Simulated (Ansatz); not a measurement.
Calculated with Ansatz (gas phase, PBE0-D4/def2-TZVP geometries, no zero-point term in ΔE). CBS: MP2 limit from def2 TZ/QZ plus the TZ coupled-cluster correction, frozen cores. This one scheme is used for every species. Functionals use def2-TZVPP. One conformer a species, not always the lowest.

`O[SiH](F)N[SiH2]F` + `S[SiH2]Cl` → `F[SiH2]S[SiH2]Cl` + `N[SiH](O)F`  (ligand exchange at the Si–N bond)

CCSD(T)/CBS gives +1.2 kcal/mol.

Another level gave +2.1 kcal/mol. Which?
A. ωB97M-V/def2-TZVPP
B. PBE/def2-TZVPP
C. SCS-MP2/def2-TZVPP
D. HF/def2-TZVPP

C. SCS-MP2/def2-TZVPP 2.1, ωB97M-V 1.1, PBE -0.6, HF/def2-TZVPP 4.1 kcal/mol.

Largest T1 diagnostic among the species: 0.012.

In def2-TZVPP, CCSD(T) changes the Hartree–Fock value by −2.0 kcal/mol (the triples alone add −0.5 kcal/mol) and MP2 by −3.0 kcal/mol. The D4 term adds −0.9 kcal/mol with B3LYP and −0.5 kcal/mol with PBE0; it sums over pairs of atoms, weighted by their polarisabilities, and B3LYP, whose exchange is more repulsive, gets the larger term.

B3LYP here is the variant with VWN-RPA as its local correlation; programs differ in this.
